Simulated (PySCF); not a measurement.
Identify the unknown among the candidates.

All candidates are C2H11FO2Si3.

- 13C NMR: chemical shifts (computed TMS as zero) by class: 89.7 (1 C), 19.1 (1 C) ppm [GIAO PBE0/pcSseg-1]
- NMR, other nuclei: isotropic shieldings of nuclei other than C and H, by class: 291 (1 O), 294 (1 O), 432 (1 F), 391 (1 Si), 391 (1 Si), 391 (1 Si) ppm [GIAO PBE0/pcSseg-1]
- 1H NMR: chemical shifts (computed TMS as zero) by class: 5.27 (3 H), 5.26 (3 H), 4.77 (1 H), 4.73 (1 H), 1.44 (3 H) ppm [GIAO PBE0/pcSseg-1]
- Dipole: 2.64 D [PBE0/pcSseg-1]
- Rotational structure: rotational constants A, B, C: 1.194, 0.869, 0.535 GHz [GFN2-xTB]

Gas-phase values; electronic properties from PySCF, density fitting. Levels stand in brackets. One conformer (not necessarily the lowest) at the GFN2-xTB geometry, without solvent, vibrations or thermal averaging. GFN2-xTB frequencies show an imaginary mode (27i cm⁻¹), so this geometry is no minimum at that level. NMR classes are plain means over equivalent atoms (diastereotopic ones count apart unless rotation or inversion swaps them), as if these changed places fast.

**Question.** Which candidate is it?
A. `O[SiH2][C@H](O[SiH3])[SiH2]CF`
B. `C[C@@H](F)[SiH](O[SiH3])O[SiH3]`
C. `C[SiH2]O[SiH](F)O[SiH2]C`
D. `CC[Si@H](O[SiH3])O[SiH2]F`

**Answer.** B. It is `C[C@@H](F)[SiH](O[SiH3])O[SiH3]`. Numbering: `[CH3:1][C@@H:2]([F:3])[SiH:4]([O:5][SiH3:6])[O:7][SiH3:8]`. Its formula, C2H11FO2Si3, gives 0 degrees of unsaturation, so no ring and no π bond. 2 carbons fall into 2 classes; from least to most shielded: sp3 C–F carbon [C2] (89.7 ppm), methyl carbon [C1] (19.1 ppm). Hydrogen classes from least to most shielded: 3 H on an oxygen-bound silicon, Si8 (5.27 ppm), 3 H on an oxygen-bound silicon, Si6 (5.26 ppm), 1 H on an oxygen-bound silicon, Si4 (4.77 ppm), 1 H on an sp3 C–F carbon, C2 (4.73 ppm), 3 H on a methyl carbon, C1 (1.44 ppm, a mean of values up to 0.6 ppm apart in this geometry). The other shieldings belong to: 291 ppm, siloxane oxygen [O5]; 294 ppm, siloxane oxygen [O7]; 432 ppm, alkyl fluorine [F3]; 391 ppm, oxygen-bound silicon [Si6]; 391 ppm, oxygen-bound silicon [Si4]; 391 ppm, oxygen-bound silicon [Si8]. The optimised geometry has point group C1 and is an asymmetric top.

The others, at the same levels:
- `C[SiH2]O[SiH](F)O[SiH2]C` fails: it has 1 carbon class against 2; its computed 13C shifts are 0.2 (2 C) ppm, 1H shifts are 5.28 (2 H), 5.25 (2 H), 4.16 (1 H), 0.44 (6 H) ppm and rotational constant A is 1.664 GHz (against 1.194 GHz).
- `CC[Si@H](O[SiH3])O[SiH2]F` fails: its computed 13C shifts are 13.8 (1 C), 7.6 (1 C) ppm, 1H shifts are 5.27 (3 H), 5.09 (1 H), 5.00 (1 H), 4.94 (1 H), 1.08 (3 H), 0.81 (1 H), 0.67 (1 H) ppm and rotational constant A is 1.424 GHz (against 1.194 GHz).
- `O[SiH2][C@H](O[SiH3])[SiH2]CF` fails: its computed 13C shifts are 77.7 (1 C), 57.9 (1 C) ppm, 1H shifts are 5.37 (1 H), 5.03 (1 H), 5.00 (1 H), 4.98 (1 H), 4.92 (3 H), 4.48 (1 H), 4.21 (1 H), 3.62 (1 H), 1.81 (1 H) ppm and rotational constant A is 1.331 GHz (against 1.194 GHz).

Each candidate is one conformer, not necessarily the lowest. The conformers computed, where there is a choice (atom-mapped SMILES and torsion angles):
- `[CH3:1][C@@H:2]([F:3])[SiH:4]([O:5][SiH3:6])[O:7][SiH3:8]`: C1–C2–Si4–O5 44°, C2–Si4–O5–Si6 159°, C2–Si4–O7–Si8 -136°
- `[CH3:1][SiH2:2][O:3][SiH:4]([F:5])[O:6][SiH2:7][CH3:8]`: C1–Si2–O3–Si4 34°, Si2–O3–Si4–F5 80°, O3–Si4–O6–Si7 73°, Si4–O6–Si7–C8 97°
- `[CH3:1][CH2:2][Si@H:3]([O:4][SiH3:5])[O:6][SiH2:7][F:8]`: C1–C2–Si3–O4 -60°, C2–Si3–O4–Si5 -147°, C2–Si3–O6–Si7 145°, Si3–O6–Si7–F8 35°

The conformers of `O[SiH2][C@H](O[SiH3])[SiH2]CF` aren't listed.
